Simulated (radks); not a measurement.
Q: These are the eigenvalues of the occupied orbitals of an atom or ion with whole-number occupations (eV). Method: scalar-relativistic Kohn-Sham, LDA (Slater exchange, Perdew-Wang correlation), spin-polarised, spherical densities, point nucleus; computed with a radial shooting solver on a logarithmic mesh with Libxc functionals.

1s up: -25298.95
1s down: -25298.93
2s up: -3725.784
2s down: -3725.784
2p up: -3344.130
2p down: -3344.127
3s up: -682.5254
3s down: -682.5138
3p up: -557.1673
3p down: -557.1561
3d up: -358.8469
3d down: -358.8398
4s up: -95.0376
4s down: -95.0304
4p up: -58.6368
4p down: -58.6129
4d up: -7.7115
4d down: -7.5271
5s up: -4.9816

Which element is it, and in what charge state? The configuration may be excited. Open shells, if any, are filled with parallel spins first.

A: Z = 47, silver, charge 0: Ag in [Kr] 4d10 5s1. The list shows which subshells hold electrons but not how many an open one holds; the 1s level, -929.72 hartree, gives Z - s = 43.1 by -(Z - s)^2/2, which with screening and relativity narrows Z to a few neighbours, and the depths of the outer levels then fix element, charge and occupations together.
